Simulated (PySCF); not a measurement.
BLYP on Pb⁻ (lead, charge -1), [Xe] 4f14 5d10 6s2 6p3, high-spin 4S determinant. All numbers are calculated (PySCF 2.14, scalar relativity by spin-free X2C-1e, in aug-cc-pVTZ-DK3 (9s8p6d3f, 84 functions)).

```
cycle= 1 E= -20885.2739584335  delta_E= -0.017  |g|= 0.0508  |ddm|= 0.574
cycle= 2 E= -20885.2730801768  delta_E= 0.000878  |g|= 0.0614  |ddm|= 0.148
cycle= 3 E= -20885.2747456521  delta_E= -0.00167  |g|= 0.0061  |ddm|= 0.11
cycle= 4 E= -20885.274792638  delta_E= -4.7e-05  |g|= 0.000672  |ddm|= 0.0245
cycle= 5 E= -20885.2747936227  delta_E= -9.85e-07  |g|= 4.5e-05  |ddm|= 0.00375
cycle= 6 E= -20885.2747936264  delta_E= -3.7e-09  |g|= 1.5e-07  |ddm|= 0.000203
cycle= 7 E= -20885.2747936264  delta_E= -7.28e-12  |g|= 1.13e-07  |ddm|= 1.77e-06
converged SCF energy = -20885.2747936264  <S^2> = 3.7506915  2S+1 = 4.0003458
```

Highest occupied orbital energy: 1.179 eV; ⟨L²⟩ = 0.00; populations by l: s 12.00, p 27.00, d 30.00, f 14.00.

(1) Can this result be used?

## Answers

(1) With care. The run converged. Spin-orbit coupling, which splits the p, d and f shells strongly at this Z, is absent. Spin-orbit coupling is strong in this species (close to jj coupling), so the high-spin LS determinant is a model state, not a physical level. At BLYP the highest occupied level has a positive energy, so only the finite basis holds that electron; in a semilocal or global hybrid functional this comes from self-interaction and does not mean that the real anion is unbound.
